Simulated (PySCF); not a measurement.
Sn(OH) (HOSn), SMILES [OH][Sn] (connectivity only; charge and spin as stated), neutral, multiplicity 2.

Geometry: PBE-D3(BJ)/def2-TZVP. The def2 effective core potentials stand for the cores of Sn; spin–orbit coupling is left out.

Method: PBE-D3(BJ)/def2-TZVP in PySCF.

Frequencies are harmonic and unscaled.

```csv
mode,ν (cm⁻¹),IR (km/mol),moving atoms (share of kinetic energy)
1,556,93.4,"O 86 %, Sn 12 %"
2,704,56.0,H 95 %
3,3707,69.6,H 94 %
```
